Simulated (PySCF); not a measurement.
Electron correlation in Nb (niobium, neutral)

[Kr] 4d5, high-spin 6S determinant (an excited configuration). Calculation: PySCF 2.14, in x2c-TZVPPall; scalar relativity by spin-free X2C-1e. Frozen: [Ar] 3d10; 13 electrons correlated.

MP2 pair energies summed by pair of shells (mhartree):

```json
{"pair": "4p-4d", "energy": "-128.67", "share (%)": "39.7"}
{"pair": "4p-4p", "energy": "-83.15", "share (%)": "25.6"}
{"pair": "4d-4d", "energy": "-62.11", "share (%)": "19.1"}
{"pair": "4s-4p", "energy": "-29.95", "share (%)": "9.2"}
{"pair": "4s-4d", "energy": "-15.42", "share (%)": "4.8"}
{"pair": "4s-4s", "energy": "-5.17", "share (%)": "1.6"}
```

Total MP2 correlation energy: -324.47 mhartree.

Same-spin part -131.25 and opposite-spin part -193.21 mhartree; SCS-MP2 scales them by 1/3 and 6/5 to -275.61 mhartree.

This basis was not built for core-valence correlation, so the inner-shell part is incomplete.
